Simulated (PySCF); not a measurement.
**[Cr(H2O)6]3+: what the settings change**

The complex [Cr(H2O)6]3+ (charge +3) contains Cr(III), shell d3. The structure is a PBE0-D3(BJ)/def2-SVP, IEF-PCM water geometry optimised for multiplicity 4; coordination octahedral, point group C1, metal–donor distances 1.95 Å.

```
19

Cr    0.000    0.000    0.000
O    -0.005    1.951    0.004
H     0.028    2.503    0.802
H     0.015    2.507   -0.791
O    -0.002   -1.950    0.000
H    -0.003   -2.506    0.796
H    -0.004   -2.504   -0.798
O     0.002    0.003    1.950
H     0.798   -0.039    2.504
H    -0.795   -0.010    2.505
O    -0.001   -0.001   -1.950
H     0.794    0.008   -2.506
H    -0.800    0.006   -2.502
O     1.950    0.001    0.001
H     2.504    0.799   -0.015
H     2.505   -0.795   -0.027
O    -1.951    0.005   -0.002
H    -2.503    0.803   -0.003
H    -2.509   -0.790    0.004
```

Method (PySCF 2.14, density fitting): CASSCF(3,5) with orbitals averaged over all microstates of the shell, strongly contracted NEVPT2 on the averaged canonical orbitals; basis x2c-TZVPall on the metal, x2c-SVPall elsewhere; spin-free X2C; IEF-PCM water; spin-orbit coupling by state interaction with the mean-field operator over all roots.

Base run: NEVPT2 ground state 4A2g-like, next 2Eg-like at 17435, then 2Eg-like at 17435 cm⁻¹, 10Dq(CASSCF) 16471, B(CASSCF) 1046, ζ 260 cm⁻¹, g 1.970 1.970 1.970, μeff(300 K) 3.84 μB.

Task: What happens with the basis x2c-TZVPall on all atoms?

Result: NEVPT2 ground state 4A2g-like, next 2Eg-like at 17348, then 2Eg-like at 17348 cm⁻¹, 10Dq(CASSCF) 16298, B(CASSCF) 1045, ζ 260 cm⁻¹, g 1.970 1.970 1.970, μeff(300 K) 3.84 μB. It took 56 s against 28 s on a shared host of the same kind.

Task: What happens with orbitals averaged over the highest spin alone?

Result: NEVPT2 ground state 4A2g-like, next 2Eg-like at 17554, then 2Eg-like at 17555 cm⁻¹, 10Dq(CASSCF) 16470, B(CASSCF) 1065, ζ 266 cm⁻¹, g 1.969 1.969 1.969, μeff(300 K) 3.84 μB.

NEVPT2 lifts 4T2g-like from 16520 to 18906 cm⁻¹; on the d shell alone it tends to overshoot states that fill the eg-type orbitals. NEVPT2 on the d shell alone tends to put d–d bands too high for such charged or covalently bound ions.
